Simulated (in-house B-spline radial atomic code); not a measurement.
A fraction x of an electron is added to 3d in Co, starting from [Ar] 3d7 4s2 and keeping the highest spin. Method: scalar-relativistic (X2C) TPSS, spin-polarised, spherical fractional occupations, Fermi nucleus of rms radius 3.7875 fm. Calculated with an all-electron radial atomic-structure program (B-spline basis).

```tsv
x	E(x) - E(0) (eV)	3d down level (eV)
0	0.0000	-6.392
0.1	-0.5813	-5.242
0.2	-1.0499	-4.137
0.3	?	?
0.4	-1.6675	-2.073
0.5	?	?
0.6	-1.8936	-0.228
```

**Question.** What belongs in the row x = 0.3?

**Answer.** An energy change of -1.4103 eV; 3d down at -3.080 eV.

**Question.** What belongs in the row x = 0.5?

**Answer.** An energy change of -1.8267 eV; 3d down at -1.120 eV.

**Question.** Check Janak's theorem between x = 0.1 and 0.2.

**Answer.** The slope of the energy is -4.69 eV; the orbital levels give -4.69 eV (ε of the filling orbital, averaged over the two points).

**Question.** Up to what added charge does this functional bind the extra electron?

**Answer.** The highest level rises by about 8.9 eV per electron near x = 0.6 and would reach zero near x = 0.63, so a whole extra electron isn't bound at the basis-set limit.
